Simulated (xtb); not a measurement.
AlN (SMILES [N]=[Al]), triplet, at a GFN2-xTB geometry (such geometries of metal compounds can be far from the true shape); GFN2-xTB (xtb).

xtb was given this input:
```
$ xtb mol.xyz --gfn 2 --uhf 2 --grad --json

# file mol.xyz
2

Al    -0.00000000    -0.00000000    -0.59733836
N      0.00000000     0.00000000     1.10934267
```

What the program printed (banner, timings and long lists left out):

```
   ID    Z sym.   atoms
    1   13 Al     1
    2    7 N      2

           -------------------------------------------------
          |                Calculation Setup                |
           -------------------------------------------------

           -------------------------------------------------
          |                 G F N 2 - x T B                 |
           -------------------------------------------------

          ...................................................
          :                      SETUP                      :
          :.................................................:
          :  # basis functions                  14          :
          :  # atomic orbitals                  13          :
          :  # shells                            5          :
          :  # electrons                         8          :
          :  max. iterations                   250          :
          :  Hamiltonian                  GFN2-xTB          :
          :  restarted?                      false          :
          :  GBSA solvation                  false          :
          :  PC potential                    false          :
          :  electronic temp.          300.0000000     K    :
          :  accuracy                    1.0000000          :
          :  -> integral cutoff          0.2500000E+02      :
          :  -> integral neglect         0.1000000E-07      :
          :  -> SCF convergence          0.1000000E-05 Eh   :
          :  -> wf. convergence          0.1000000E-03 e    :
          :  Broyden damping             0.4000000          :
          :  net charge                          0          :
          :  unpaired electrons                  2          :
          ...................................................

 iter      E             dE          RMSdq      gap      omega  full diag
   1     -3.7066977 -0.370670E+01  0.414E+01    2.21       0.0  T
   2     -3.7072877 -0.589960E-03  0.200E+01    3.35       1.0  T
   3     -3.4908928  0.216395E+00  0.329E+01    1.36       1.0  T
   4     -3.8168435 -0.325951E+00  0.326E+00    3.04       1.0  T
   5     -3.8276698 -0.108263E-01  0.123E+00    3.12       1.0  T
   6     -3.8278414 -0.171509E-03  0.275E-01    3.05       1.0  T
   7     -3.8277762  0.651454E-04  0.370E-01    3.05       1.0  T
   8     -3.8278687 -0.924440E-04  0.152E-01    3.05       1.0  T
   9     -3.8278870 -0.183597E-04  0.170E-02    3.04       4.1  T
  10     -3.8278871 -0.959898E-07  0.662E-03    3.04      10.7  T
  11     -3.8278871 -0.269781E-07  0.236E-03    3.04      30.0  T
  12     -3.8278871 -0.280323E-08  0.135E-04    3.04     524.8  T
  13     -3.8278871 -0.165423E-11  0.870E-05    3.04     812.8  T

   *** convergence criteria satisfied after 13 iterations ***

 transition dipole moment (au) for excitation:           4           5
     X       Y       Z
  -0.0903   0.0256  -0.0000  total (au/Debye):    0.094   0.239
 dE (eV)             :    0.728
 oscillator strength :  0.22242E-03

         :::::::::::::::::::::::::::::::::::::::::::::::::::::
         ::                     SUMMARY                     ::
         :::::::::::::::::::::::::::::::::::::::::::::::::::::
         :: total energy              -3.802301512787 Eh    ::
         :: gradient norm              0.000118038970 Eh/a0 ::
         :: HOMO-LUMO gap              3.043743348456 eV    ::
         ::.................................................::
         :: SCC energy                -3.827887140319 Eh    ::
         :: -> isotropic ES            0.018588629459 Eh    ::
         :: -> anisotropic ES          0.007062537934 Eh    ::
         :: -> anisotropic XC         -0.003375231355 Eh    ::
         :: -> dispersion             -0.000619069497 Eh    ::
         :: repulsion energy           0.025585627532 Eh    ::
         :: add. restraining           0.000000000000 Eh    ::
         :: total charge              -0.000000000001 e     ::
         :::::::::::::::::::::::::::::::::::::::::::::::::::::

           -------------------------------------------------
          |                Property Printout                |
           -------------------------------------------------

    * Orbital Energies and Occupations

         #    Occupation            Energy/Eh            Energy/eV
      -------------------------------------------------------------
         1        2.0000           -0.5333569             -14.5134
         2        2.0000           -0.4118632             -11.2074
         3        1.5000           -0.3803395             -10.3496
         4        1.5000           -0.3803394             -10.3496
         5        1.0000           -0.3535863              -9.6216 (HOMO)
         6                         -0.2417308              -6.5778 (LUMO)
         7                         -0.2417308              -6.5778
         8                         -0.1840763              -5.0090
         9                         -0.1378350              -3.7507
        10                         -0.1378350              -3.7507
        11                         -0.0167215              -0.4550
        12                         -0.0167215              -0.4550
        13                          0.5674675              15.4416
      -------------------------------------------------------------
                  HL-Gap            0.1118555 Eh            3.0437 eV
             Fermi-level           -0.3389990 Eh           -9.2246 eV

     #   Z          covCN         q      C6AA      α(0)
     1  13 Al       0.785     0.331   365.484    49.848
     2   7 N        0.785    -0.331    29.289     7.898

 Mol. C6AA /au·bohr⁶  :        570.660995
 Mol. C8AA /au·bohr⁸  :      43762.152144
 Mol. α(0) /au        :         57.746240

Wiberg/Mayer (AO) data.
largest (>0.10) Wiberg bond orders for each atom

 ---------------------------------------------------------------------------
     #   Z sym  total        # sym  WBO       # sym  WBO       # sym  WBO
 ---------------------------------------------------------------------------
     1  13 Al   1.958 --     2 N    1.958
     2   7 N    1.958 --     1 Al   1.958
 ---------------------------------------------------------------------------

Topologies differ in total number of bonds
Writing topology from bond orders to xtbtopo.mol

molecular dipole:
                 x           y           z       tot (Debye)
 q only:        0.000       0.000      -1.067
   full:       -0.000       0.000      -1.427       3.627
molecular quadrupole (traceless):
                xx          xy          yy          xz          yz          zz
 q only:        0.516       0.000       0.516       0.000       0.000      -1.033
  q+dip:       -0.082       0.000      -0.082       0.000      -0.000       0.163
   full:        2.484      -0.000       2.484       0.000       0.000      -4.969

           -------------------------------------------------
          | TOTAL ENERGY               -3.802301512787 Eh   |
          | GRADIENT NORM               0.000118038970 Eh/α |
          | HOMO-LUMO GAP               3.043743348456 eV   |
           -------------------------------------------------

normal termination of xtb
```
